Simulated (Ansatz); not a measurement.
GeH2Me(vinyl) (C₃H₈Ge). Charge 0, multiplicity 1. Geometry r2SCAN-D4/def2-SVP.

```
atom   x (Å)   y (Å)   z (Å)
  C1   0.432   0.152   1.951
  C2  -0.612   0.436  -1.058
  C3  -1.203  -0.423  -1.899
 Ge4   0.906  -0.026   0.062
  H5   1.308  -1.477  -0.262
  H6   2.092   0.909  -0.249
  H7   1.291  -0.093   2.593
  H8  -0.399  -0.524   2.202
  H9   0.119   1.184   2.171
 H10  -1.016   1.456  -0.984
 H11  -0.847  -1.454  -2.020
 H12  -2.071  -0.140  -2.508
```

The restricted singlet is unstable towards broken spin symmetry in Hartree–Fock (as tested in another run); at HF/STO-3G this wasn't settled.

(1) Estimate the orbital energies around the gap (eV) in Ansatz with HF/STO-3G, PBE-D4/def2-SVP, r2SCAN-D4/def2-TZVP, PBE0-D4/def2-SVP, r2SCAN0-D4/def2-TZVP.

Answers

(1) 
| orbital | HF/STO-3G | PBE-D4/def2-SVP | r2SCAN-D4/def2-TZVP | PBE0-D4/def2-SVP | r2SCAN0-D4/def2-TZVP |
| --- | --- | --- | --- | --- | --- |
| HOMO−5 | -14.01 | -9.76 | -10.24 | -11.33 | -11.64 |
| HOMO−4 | -13.28 | -9.36 | -9.84 | -10.95 | -11.25 |
| HOMO−3 | -10.96 | -7.83 | -8.23 | -9.17 | -9.42 |
| HOMO−2 | -10.57 | -7.62 | -8.01 | -8.95 | -9.19 |
| HOMO−1 | -9.85 | -7.15 | -7.49 | -8.48 | -8.68 |
| HOMO | -8.26 | -6.51 | -6.82 | -7.67 | -7.87 |
| LUMO | 8.48 | -1.08 | -1.06 | -0.07 | -0.15 |
| LUMO+1 | 13.05 | 0.96 | 1.08 | 1.81 | 1.68 |
| LUMO+2 | 13.57 | 1.07 | 1.19 | 1.91 | 1.83 |
| LUMO+3 | 13.86 | 1.52 | 1.60 | 2.42 | 2.34 |
| LUMO+4 | 14.75 | 1.75 | 1.75 | 2.80 | 2.46 |
| LUMO+5 | 17.83 | 2.15 | 2.36 | 3.07 | 2.97 |
